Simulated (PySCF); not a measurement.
# Two-component Hartree-Fock for Ag²⁺ (silver, charge +2)

Start: [Kr] 4d9; 4d3/2 filled at m_j = -3/2, -1/2, +1/2, +3/2; 4d5/2 filled at m_j = -3/2, -1/2, +1/2, +3/2, +5/2. Calculated with PySCF 2.14 in x2c-TZVPPall-2c (8s9p7d2f1g, 93 functions): generalised Hartree-Fock with the X2C-1e Hamiltonian and a Gaussian nucleus; one run each with spin-orbit coupling (SO) switched off, then screened by Boettger's factors.

| spinor shell | electrons | ε, spin-free (eV) | ε, screened SO (eV) | weight of nominal j (screened SO) | rms radius, screened SO (bohr) |
| --- | --- | --- | --- | --- | --- |
| 1s1/2 | 2 | -25668.6 | -25666.6 | 1.000 | 0.0357 |
| 2s1/2 | 2 | -3885.0 | -3884.4 | 1.000 | 0.146 |
| 2p1/2 | 2 | -3480.1 | -3601.6 | 1.000 | 0.127 |
| 3s1/2 | 2 | -767.84 | -767.67 | 1.000 | 0.392 |
| 3p1/2 | 2 | -631.56 | -653.73 | 1.000 | 0.387 |
| 3p3/2 | 4 | -631.56 | -621.23 | 1.000 | 0.398 |
| 3d3/2 | 4 | -417.07 | -420.97 | 0.999 | 0.374 |
| 3d5/2 | 6 | -417.07 | -414.28 | 0.999 | 0.377 |
| 4s1/2 | 2 | -138.87 | -138.82 | 1.000 | 0.976 |
| 4p1/2 | 2 | -97.000 | -101.44 | 0.987 | 1.05 |
| 4p3/2 | 4 | -97.000 | -94.883 | 0.994 | 1.08 |
| 4d3/2 | 4 | -36.146 | -36.777 | 0.908 | 1.40 |
| 4d5/2 | 5 | -36.146 | -35.653 | 0.927 | 1.43 |

(1) Where does 2p3/2 lie, and what is the 2p spin-orbit splitting (screened SO)?

```tsv
quantity	spin-free	screened SO
E (hartree)	-5311.37216	-5312.36334
M_J	5/2	5/2
⟨J²⟩	8.758	8.759
⟨L²⟩	6.007	6.021
⟨S²⟩	0.751	0.765
```

Each row is a mean over spinors that exchange with the open shell spreads, by up to 5.499 eV (4p3/2).

Breit and QED terms are absent; they matter most for the inner s and p1/2 levels.

Densities and radii are taken from the X2C orbitals without a picture-change correction, which distorts them close to the nucleus.

Without spin-orbit coupling the j labels of p, d and f shells carry no meaning; the spin-free column gives the mean over the occupied spinors of each nl shell.

Results:

(1) At -3424.1 eV, 177.48 eV above 2p1/2.
